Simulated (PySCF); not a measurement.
**Electron correlation in W⁵⁸⁺ (tungsten, charge +58)**

[Ne] 3s2 3p4, high-spin 3P determinant. Calculation: PySCF 2.14, in an uncontracted even-tempered set (17 s from 15 bohr⁻², ratio 2.5; 12 p from 19 bohr⁻², ratio 2.5; 4 d from 79 bohr⁻², ratio 2.7; 4 f from 120 bohr⁻², ratio 2.7); the spin-free X2C one-electron Hamiltonian (Gaussian nucleus). Frozen: 1s2; 14 electrons correlated; the 20 highest virtual orbitals of each spin left out.

```csv
level,correlation energy (mhartree)
CCSD,-617.59
(T),-0.59
CCSD(T),-618.18
```

Diagnostics: T1 = 0.00029, D1 = 0.0013, largest double amplitude 0.013.

Spin-orbit coupling is strong in this species (close to jj coupling), so the high-spin LS determinant is a model state, not a physical level.

Cost of the coupled-cluster step: roughly 50 core-seconds, for 14 correlated electrons.

At this charge the one-electron X2C treatment keeps the bare 1/r₁₂, with no two-electron picture change or Breit term. The effect here is smaller than on the frozen 1s shell; and a scalar Hamiltonian misses the large spin-orbit splitting of the p shells, which matters for ns² → np² pairs.

Spin-orbit coupling is strong in this species, so the high-spin LS determinant is a model state.
